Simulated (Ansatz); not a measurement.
Species: [Al(H)3(CH3OH)] (charge 0, multiplicity 1), formula CH$_{7}$AlO.

Question: How many basis functions does frozen-core CCSD(T)/cc-pVTZ // B3LYP-D3(BJ)/def2-SVP (Ansatz, a first-principles code) use, how many core orbitals are frozen, and how many electrons are correlated?

Answer: 192 basis functions and 7 frozen orbitals, which leaves 20 correlated electrons. Core time is of the order of minutes.
